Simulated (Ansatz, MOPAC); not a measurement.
Species: ZrH₃, net charge 1, singlet state. SMILES of the parent species: [ZrH3]

Atoms: Zr1, H2, H3, H4. Bonds: Zr1-H2, Zr1-H3, Zr1-H4.

Bond lengths (Å) and angles (degrees) optimised at PM7 with MOPAC; HF/STO-3G with Ansatz (an electronic-structure program); HF/6-31G* with LANL2DZ past Ar with Ansatz; PBE/6-31G* with LANL2DZ past Ar with Ansatz; B3LYP/6-31G* with LANL2DZ past Ar with Ansatz; MP2/6-31G* with LANL2DZ past Ar with Ansatz, each started from the B3LYP-D3(BJ)/def2-TZVP structure (Ansatz) of the last column. A row stands for all coordinates that are equal there. 6-31G* holds six Cartesian d functions. No wavenumbers were computed at HF/STO-3G, PBE/6-31G* with LANL2DZ past Ar, MP2/6-31G* with LANL2DZ past Ar, so these may be saddle points.

```csv
coordinate,PM7,HF/STO-3G,HF/6-31G* with LANL2DZ past Ar,PBE/6-31G* with LANL2DZ past Ar,B3LYP/6-31G* with LANL2DZ past Ar,MP2/6-31G* with LANL2DZ past Ar,B3LYP-D3(BJ)/def2-TZVP
Zr1-H2,1.644,1.793,1.774,1.787,1.781,1.797,1.793
H2-Zr1-H3,87.0,110.6,102.9,105.9,102.5,96.3,103.4
```

Mean signed difference of all 3 bond lengths from B3LYP-D3(BJ)/def2-TZVP: PM7 -0.149 Å, HF/STO-3G 0.000 Å, HF/6-31G* with LANL2DZ past Ar -0.019 Å, PBE/6-31G* with LANL2DZ past Ar -0.005 Å, B3LYP/6-31G* with LANL2DZ past Ar -0.012 Å, MP2/6-31G* with LANL2DZ past Ar 0.004 Å.
